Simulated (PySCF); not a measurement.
Cl$_{2}$Sr, charge +1, doublet, at a GFN2-xTB geometry (such geometries of metal compounds can be far from the true shape) (a state made from the parent by changing its charge; the spin is typed, not shown lowest) (core potentials on Sr); BLYP/def2-SVP (PySCF).

PySCF was given this input:
```python
from pyscf import gto, scf, dft

mol = gto.Mole()
mol.atom = '''
    Sr    0.42538366   -0.91903218    0.19248417
    Cl    0.49296414    1.27448702   -1.17433119
    Cl   -1.44382173    0.77982020    0.74407246
'''
mol.basis = 'def2-svp'
mol.ecp = {'Sr': 'def2-svp'}
mol.charge = 1
mol.spin = 1
mol.verbose = 4
mol.build()

mf = dft.UKS(mol)
mf.xc = 'blyp'
mf.kernel()
mf.analyze()
```

Output, abridged:

```
PySCF version 2.14.0

[INPUT] verbose = 4
[INPUT] num. atoms = 3
[INPUT] num. electrons = 43
[INPUT] charge = 1
[INPUT] spin (= nelec alpha-beta = 2S) = 1
[INPUT] symmetry False subgroup None
[INPUT] Mole.unit = angstrom
[INPUT] Symbol           X                Y                Z      unit          X                Y                Z       unit  Magmom
[...]
nuclear repulsion = 124.78960613256
number of shells = 25
number of NR pGTOs = 121
number of NR cGTOs = 59
basis = def2-svp
ecp = {'Sr': 'def2-svp'}

******** <class 'pyscf.dft.uks.UKS'> ********
method = UKS
initial guess = minao
damping factor = 0
level_shift factor = 0
DIIS = <class 'pyscf.scf.diis.CDIIS'>
diis_start_cycle = 1
diis_space = 8
diis_damp = 0
SCF conv_tol = 1e-09
SCF conv_tol_grad = None
SCF max_cycles = 50
direct_scf = True
direct_scf_tol = 1e-13
number electrons alpha = 22  beta = 21
XC library pyscf.dft.libxc version 7.1.2
    S. Lehtola, C. Steigemann, M. J. T. Oliveira, and M. A. L. Marques,  SoftwareX 7, 1–5 (2018)
XC functionals = blyp
    A. D. Becke,  Phys. Rev. A 38, 3098 (1988)
    C. Lee, W. Yang, and R. G. Parr,  Phys. Rev. B 37, 785 (1988)
    B. Miehlich, A. Savin, H. Stoll, and H. Preuss,  Chem. Phys. Lett. 157, 200 (1989)
radial grids:
    Treutler-Ahlrichs [JCP 102, 346 (1995); DOI:10.1063/1.469408] (M4) radial grids

becke partition: Becke, JCP 88, 2547 (1988); DOI:10.1063/1.454033
pruning grids: <function nwchem_prune>
grids dens level: 3
symmetrized grids: False
atomic radii adjust function: <function treutler_atomic_radii_adjust>
small_rho_cutoff = 0
Set gradient conv threshold to 3.16228e-05
tot grids = 59672
init E= -938.682563021222

cycle= 1 E= -948.253281959127  delta_E= -9.57  |g|=  1.7  |ddm|= 2.78
cycle= 2 E= -930.765726397959  delta_E= 17.5  |g|= 2.93  |ddm|= 6.98
cycle= 3 E= -950.101021179924  delta_E= -19.3  |g|= 0.893  |ddm|=  6.5
cycle= 4 E= -950.587293914803  delta_E= -0.486  |g|= 0.172  |ddm|= 1.22
cycle= 5 E= -950.619594426617  delta_E= -0.0323  |g|= 0.0809  |ddm|= 0.559
cycle= 6 E= -950.622951125582  delta_E= -0.00336  |g|= 0.0286  |ddm|= 0.112
cycle= 7 E= -950.623382255242  delta_E= -0.000431  |g|= 0.00473  |ddm|= 0.0291
cycle= 8 E= -950.623370757985  delta_E= 1.15e-05  |g|= 0.00624  |ddm|= 0.0136
cycle= 9 E= -950.623401029368  delta_E= -3.03e-05  |g|= 0.000924  |ddm|= 0.00959
cycle= 10 E= -950.623401646553  delta_E= -6.17e-07  |g|= 0.000143  |ddm|= 0.00127
cycle= 11 E= -950.623401659432  delta_E= -1.29e-08  |g|= 4.12e-05  |ddm|= 0.000249
[...]
converged SCF energy = -950.623401660521  <S^2> = 0.75198898  2S+1 = 2.001988
Total Energy =                        -950.623401660521154
[...]
DFT Exchange-Correlation Energy =      -60.620413231423399
**** MO energy ****
                             alpha | beta                alpha | beta
[...]
spin_pop of  0 Sr 4s       -0.00010
spin_pop of  0 Sr 5s       -0.00009
spin_pop of  0 Sr 6s       -0.00195
spin_pop of  0 Sr 7s       -0.00033
spin_pop of  0 Sr 4px       0.00000
spin_pop of  0 Sr 4py       0.00001
spin_pop of  0 Sr 4pz       0.00000
spin_pop of  0 Sr 5px       0.00027
spin_pop of  0 Sr 5py      -0.00007
spin_pop of  0 Sr 5pz       0.00022
spin_pop of  0 Sr 6px       0.00160
spin_pop of  0 Sr 6py      -0.00007
spin_pop of  0 Sr 6pz       0.00153
spin_pop of  0 Sr 4dxy     -0.00216
spin_pop of  0 Sr 4dyz     -0.00109
spin_pop of  0 Sr 4dz^2    -0.00216
spin_pop of  0 Sr 4dxz     -0.00227
spin_pop of  0 Sr 4dx2-y2   -0.00268
spin_pop of  0 Sr 5dxy     -0.00011
spin_pop of  0 Sr 5dyz      0.00009
spin_pop of  0 Sr 5dz^2    -0.00038
spin_pop of  0 Sr 5dxz     -0.00040
spin_pop of  0 Sr 5dx2-y2   -0.00031
spin_pop of  1 Cl 1s        0.00000
spin_pop of  1 Cl 2s       -0.00000
spin_pop of  1 Cl 3s        0.00122
spin_pop of  1 Cl 4s       -0.00006
spin_pop of  1 Cl 2px       0.00002
spin_pop of  1 Cl 2py      -0.00000
spin_pop of  1 Cl 2pz       0.00001
spin_pop of  1 Cl 3px       0.29986
spin_pop of  1 Cl 3py       0.00337
spin_pop of  1 Cl 3pz       0.20045
spin_pop of  1 Cl 4px       0.00013
spin_pop of  1 Cl 4py      -0.00008
spin_pop of  1 Cl 4pz       0.00004
spin_pop of  1 Cl 3dxy     -0.00001
spin_pop of  1 Cl 3dyz      0.00009
spin_pop of  1 Cl 3dz^2     0.00000
spin_pop of  1 Cl 3dxz      0.00012
spin_pop of  1 Cl 3dx2-y2    0.00007
spin_pop of  2 Cl 1s        0.00000
spin_pop of  2 Cl 2s       -0.00000
spin_pop of  2 Cl 3s        0.00122
spin_pop of  2 Cl 4s       -0.00006
spin_pop of  2 Cl 2px       0.00001
spin_pop of  2 Cl 2py       0.00000
spin_pop of  2 Cl 2pz       0.00001
spin_pop of  2 Cl 3px       0.17342
spin_pop of  2 Cl 3py       0.07312
spin_pop of  2 Cl 3pz       0.25709
spin_pop of  2 Cl 4px      -0.00000
spin_pop of  2 Cl 4py      -0.00000
spin_pop of  2 Cl 4pz       0.00010
spin_pop of  2 Cl 3dxy      0.00010
spin_pop of  2 Cl 3dyz      0.00017
spin_pop of  2 Cl 3dz^2     0.00003
spin_pop of  2 Cl 3dxz      0.00004
spin_pop of  2 Cl 3dx2-y2   -0.00005
In total            22.00000 | 21.00000

WARN: System has nonzero charge 1; the dipole moment is origin-dependent.
Location of origin: [0. 0. 0.]

Dipole moment(X, Y, Z, Debye):  3.59606, -7.76892,  1.62707
```
